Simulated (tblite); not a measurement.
Species: C4H11F3GeSi.
SMILES with atom numbers: `[CH3:1][CH2:2][SiH2:3][GeH2:4][CH2:5][C:6]([F:7])([F:8])[F:9]` (hydrogens: H10, H11, H12 on C1; H13, H14 on C2; H15, H16 on Si3; H17, H18 on Ge4; H19, H20 on C5)

Computed with GFN2-xTB (tblite), gas phase: L-BFGS steps from a force-field or distance-geometry start until the largest atomic force falls under 0.01 eV/Å.

Geometry at step 4:
```
atom  x, y, z in Å
C1     -2.3240   -0.6748    1.2373
C2     -1.6199    0.6667    1.1509
Si3    -1.1095    1.1074   -0.6163
Ge4     0.3803   -0.4912   -1.3867
C5      1.7711   -0.8741   -0.0132
C6      2.6799    0.2896    0.1672
F7      2.0473    1.4038    0.5788
F8      3.3022    0.6485   -0.9672
F9      3.6633    0.0895    1.0700
H10    -2.6391   -0.8868    2.2575
H11    -1.6694   -1.4786    0.9095
H12    -3.2061   -0.6835    0.6026
H13    -0.7425    0.6591    1.8037
H14    -2.2767    1.4497    1.5258
H15    -2.2878    1.0892   -1.4829
H16    -0.4624    2.4115   -0.6258
H17     1.0768   -0.0931   -2.6552
H18    -0.2910   -1.8284   -1.6263
H19     1.3101   -1.0680    0.9527
H20     2.3923   -1.7258   -0.2765
```

**Question.** What forces act on the atoms?

**Answer.** 
```csv
atom,Fx (eV/Å),Fy (eV/Å),Fz (eV/Å)
C1,-0.139,-0.088,0.049
C2,0.047,0.137,0.190
Si3,-0.064,0.207,-0.055
Ge4,-0.030,0.148,0.070
C5,0.155,-0.085,0.055
C6,0.195,0.236,-0.032
F7,-0.276,-0.026,0.046
F8,-0.026,-0.121,-0.214
F9,-0.082,-0.124,-0.010
H10,0.007,-0.021,0.013
H11,0.085,-0.078,-0.027
H12,-0.055,-0.005,-0.009
H13,-0.041,0.031,-0.021
H14,-0.061,0.005,0.111
H15,-0.091,0.072,-0.041
H16,-0.026,0.182,-0.028
H17,0.125,-0.250,-0.038
H18,0.284,-0.022,-0.102
H19,-0.041,-0.095,0.049
H20,0.032,-0.104,-0.006
```

The largest, 0.31 eV/Å, acts on C6 (H18 within 3 % of it); the rms over all components is 0.111 eV/Å. The forces sum to zero within rounding, as they must for an isolated molecule in no field.

**Question.** Give the force on C6 in Eh/bohr and in nN.

**Answer.** 0.308 eV/Å ÷ 51.422 = 0.00599 Eh/bohr, and 0.308 eV/Å × 1.602 = 0.49 nN.

**Question.** How far is this geometry from the end of the optimisation?

**Answer.** 0.105 eV above it, and 0.203 Å rms away after alignment. The bonds farthest from their final lengths, with half the difference of the two atoms' forces along the bond (positive lengthens):

| bond | now (Å) | final (Å) | force along bond (eV/Å) |
| --- | --- | --- | --- |
| Si3–Ge4 | 2.317 | 2.364 | +0.01 |
| C2–Si3 | 1.891 | 1.905 | +0.11 |
| Ge4–C5 | 1.992 | 2.003 | +0.08 |
| C1–C2 | 1.518 | 1.525 | +0.14 |
| Si3–H16 | 1.456 | 1.463 | 0.00 |
| Ge4–H17 | 1.501 | 1.508 | +0.03 |

The angle farthest from its final value is H17–Ge4–H18, 107.8° against 101.5°.

Of the 3 listed bonds off by 0.010 Å or more, this force points towards the final length in 3.

What follows is the cost of the whole relaxation. Time: 1.6 s. Hardware: Arm Neoverse N1, one thread (shared host).
